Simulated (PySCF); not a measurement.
# Ne²⁺: ionisation energy

Ne²⁺ [He] 2s2 2p4 [2p1/2^2 2p3/2^2, M_J = 2] → Ne³⁺ [He] 2s2 2p3 [2p1/2^2 2p3/2^1, M_J = 3/2], as a difference of total energies. All numbers are calculated (PySCF 2.14, the two-component X2C-1e Hamiltonian, in x2c-QZVPPall-2c (7s4p3d2f1g, 57 functions)). Correlated levels: 1s2 frozen; the 2 highest virtual spinors dropped. "Screened" scales the spin-orbit matrix elements by Boettger's factors to mimic the two-electron term; Breit and QED terms are absent.

```csv
method,ionisation energy (eV)
GHF (spin-free),61.714
GMP2 (spin-free),63.142
GHF (screened spin-orbit),61.754
GMP2 (screened spin-orbit),63.183
```

Errors of the correlated levels include the incompleteness of this basis and the frozen core.

The labels give the starting determinants; with spin-orbit coupling the two ends relaxed to ⟨J²⟩ = 6.00, ⟨L²⟩ = 2.00, ⟨S²⟩ = 2.00 and ⟨J²⟩ = 3.75, ⟨L²⟩ = 0.00, ⟨S²⟩ = 3.75.

**Question.** Which method comes closest to the reference value, and which is furthest?

**Answer.** The reference is 63.423 eV (measured; NIST Atomic Spectra Database, ionization energies). Closest: GMP2 (screened spin-orbit) (error -0.240 eV); furthest: GHF (spin-free) (error -1.709 eV).
